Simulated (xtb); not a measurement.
xtb input (GFN2-xTB):

```bash
xtb mol.xyz --gfn 2 --sp --chrg 0 --uhf 0
```
mol.xyz:
```
4

Au    -0.00000000    -0.00000000    -0.02298669
Cl     0.00000000     0.00000000     2.22759416
O     -0.00000000    -0.00000000    -3.05909148
C     -0.00000000    -0.00000000    -1.93007001
```

End of the output:

```
         :::::::::::::::::::::::::::::::::::::::::::::::::::::
         ::                     SUMMARY                     ::
         :::::::::::::::::::::::::::::::::::::::::::::::::::::
         :: total energy             -14.596240516114 Eh    ::
         :: gradient norm              0.020999889155 Eh/a0 ::
         :: HOMO-LUMO gap              1.558175869811 eV    ::
         ::.................................................::
         :: SCC energy               -14.677524239968 Eh    ::
         :: -> isotropic ES            0.048566364847 Eh    ::
         :: -> anisotropic ES          0.000646362035 Eh    ::
         :: -> anisotropic XC          0.002396507174 Eh    ::
         :: -> dispersion             -0.002415281625 Eh    ::
         :: repulsion energy           0.081283723853 Eh    ::
         :: add. restraining           0.000000000000 Eh    ::
         :: total charge              -0.000000000000 e     ::
         :::::::::::::::::::::::::::::::::::::::::::::::::::::

           -------------------------------------------------
          |                Property Printout                |
           -------------------------------------------------

    * Orbital Energies and Occupations

         #    Occupation            Energy/Eh            Energy/eV
      -------------------------------------------------------------
         1        2.0000           -1.0245871             -27.8804
         2        2.0000           -0.8515036             -23.1706
         3        2.0000           -0.7115723             -19.3629
         4        2.0000           -0.6735031             -18.3270
         5        2.0000           -0.6735031             -18.3270
         6        2.0000           -0.5857845             -15.9400
         7        2.0000           -0.4817822             -13.1100
         8        2.0000           -0.4817822             -13.1100
         9        2.0000           -0.4762866             -12.9604
        10        2.0000           -0.4762866             -12.9604
        11        2.0000           -0.4588818             -12.4868
Note: The following floating-point exceptions are signalling: IEEE_UNDERFLOW_FLAG IEEE_DENORMAL
normal termination of xtb
        12        2.0000           -0.4307978             -11.7226
        13        2.0000           -0.3967795             -10.7969
        14        2.0000           -0.3967795             -10.7969 (HOMO)
        15                         -0.3395176              -9.2387 (LUMO)
        16                         -0.3395176              -9.2387
        17                         -0.0548373              -1.4922
        18                         -0.0195351              -0.5316
        19                         -0.0195351              -0.5316
        20                          0.0705225               1.9190
        21                          0.0705225               1.9190
        22                          0.0720601               1.9609
        23                          0.0720601               1.9609
        24                          0.1092326               2.9724
        25                          0.6840419              18.6137
        26                          0.8855269              24.0964
      -------------------------------------------------------------
                  HL-Gap            0.0572619 Eh            1.5582 eV
             Fermi-level           -0.3681486 Eh          -10.0178 eV

     #   Z          covCN         q      C6AA      α(0)
     1  79 Au       1.853     0.315   269.243    31.433
     2  17 Cl       0.879    -0.436   113.414    16.292
     3   8 O        0.856    -0.022    15.413     5.264
     4   6 C        1.830     0.143    27.668     8.498

 Mol. C6AA /au·bohr⁶  :       1302.000386
 Mol. C8AA /au·bohr⁸  :      76091.634275
 Mol. α(0) /au        :         61.486758

Wiberg/Mayer (AO) data.
largest (>0.10) Wiberg bond orders for each atom

 ---------------------------------------------------------------------------
     #   Z sym  total        # sym  WBO       # sym  WBO       # sym  WBO
 ---------------------------------------------------------------------------
     1  79 Au   1.866 --     4 C    0.938     2 Cl   0.766     3 O    0.161
     2  17 Cl   0.960 --     1 Au   0.766     4 C    0.151
     3   8 O    2.630 --     4 C    2.426     1 Au   0.161
     4   6 C    3.515 --     3 O    2.426     1 Au   0.938     2 Cl   0.151
 ---------------------------------------------------------------------------

Topologies differ in total number of bonds
Writing topology from bond orders to xtbtopo.mol

molecular dipole:
                 x           y           z       tot (Debye)
 q only:        0.000       0.000      -2.243
   full:        0.000      -0.000      -2.364       6.010
molecular quadrupole (traceless):
                xx          xy          yy          xz          yz          zz
 q only:        3.280       0.000       3.280       0.000       0.000      -6.560
  q+dip:        2.683       0.000       2.683       0.000      -0.000      -5.366
   full:        3.597       0.000       3.597       0.000      -0.000      -7.193

           -------------------------------------------------
          | TOTAL ENERGY              -14.596240516114 Eh   |
          | GRADIENT NORM               0.020999889155 Eh/α |
          | HOMO-LUMO GAP               1.558175869811 eV   |
           -------------------------------------------------

------------------------------------------------------------------------
------------------------------------------------------------------------
 total:
 SCF:
```
